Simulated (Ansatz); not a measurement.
Abridged output of a molecular run in Ansatz:

```
Functional definition: HF
1454 factors; integrals over basis functions are off by at most 1.1e-3 eV
mean field evaluation 1: about -24438.1813 eV, gradient 4.6e1 eV
mean field evaluation 2: about -24438.4708 eV, gradient 4.6e1 eV
mean field evaluation 4: about -24442.7844 eV, gradient 3.9e0 eV
mean field evaluation 8: about -24442.8454 eV, gradient 2.7e-1 eV
mean field -24442.84572011 eV, -898.2580122581 hartree, gradient 2.5e-6 eV, S^2 0.000000; 0 other end points of the search recorded, 0 dependent functions left out
13 core orbitals not correlated: weight in the atoms' cores, before any rotation towards them, 1.000 or more for the frozen orbitals, at most 0.000 for the correlated occupied ones
reference -24442.84572011 eV, -898.2580122581 hartree; 15, 15 occupied and 219, 219 virtual orbitals, 1454 factors
second order -24.26492640 eV of doubles, -0.00000000 eV of singles
cycle   1  -24.71256748 eV  change   -4.5e-1 eV  update   9.5e-2
cycle   2  -25.24650436 eV  change   -5.3e-1 eV  update   2.6e-2
cycle   3  -25.34878997 eV  change   -1.0e-1 eV  update   1.3e-2
cycle   4  -25.33903696 eV  change    9.8e-3 eV  update   2.9e-3
cycle   5  -25.33952330 eV  change   -4.9e-4 eV  update   1.4e-3
cycle   6  -25.33983956 eV  change   -3.2e-4 eV  update   4.3e-4
cycle   7  -25.33963157 eV  change    2.1e-4 eV  update   1.8e-4
cycle   8  -25.33963235 eV  change   -7.7e-7 eV  update   5.4e-5
cycle   9  -25.33964138 eV  change   -9.0e-6 eV  update   1.9e-5
perturbative correction -1.08341027 eV, -0.0398145932 hartree
Total energy: -24469.26877177 eV, -899.2290414963 hartree
```

Its atoms:

```xyz
10

N    -0.244   -1.821    0.315
Si   -0.155   -0.284   -0.367
Cl   -0.587   -0.520   -2.354
C     0.797    1.194    0.099
N    -0.656    1.040    0.522
H    -0.171   -1.968    1.306
H    -0.176   -2.660   -0.232
H     1.494    1.271    0.931
H     0.994    1.935   -0.677
H    -1.296    1.812    0.457
```

(1) Which basis set was used?
A. cc-pV(D+d)Z
B. def2-TZVPP
C. def2-SVP
D. def2-TZVPPD

(2) Write the keys of the input that set method, charge and spin (a neutral closed shell needs none for the last two).

Results:

(1) B. It gives 247 functions.

(2) 
```yaml
correlation: {method: ccsd_t}
```
